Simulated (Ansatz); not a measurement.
Consider the isomerisation: `Cl[Si]1(Br)CC1` → `C=C[SiH](Cl)Br`.

Isolated molecules relaxed with PBE0-D4/def2-TZVP in Ansatz; ΔE leaves out vibrations. CBS: MP2 limit from def2 TZ/QZ plus the TZ coupled-cluster correction, frozen cores. DFT in def2-TZVPP. For Br outer-core shells are correlated without core-valence functions, which leaves a few kJ/mol of doubt a bond. Scalar relativity is left out up to krypton. One conformer a species, not always the lowest.

```json
{"level": "PBE-D4", "ΔE (kcal/mol)": "-8.4"}
{"level": "ωB97X-V", "ΔE (kcal/mol)": "-10.0"}
```

Task: What does CCSD(T)/CBS give? (An estimate is asked.)

Result: Computed: -12.7 kcal/mol. The listed levels differ from it by 4.3, 2.7 kcal/mol.

Largest T1 diagnostic among the species: 0.009.

In def2-TZVPP, CCSD(T) changes the Hartree–Fock value by +7.2 kcal/mol (the triples alone add +0.5 kcal/mol) and MP2 by +9.4 kcal/mol.
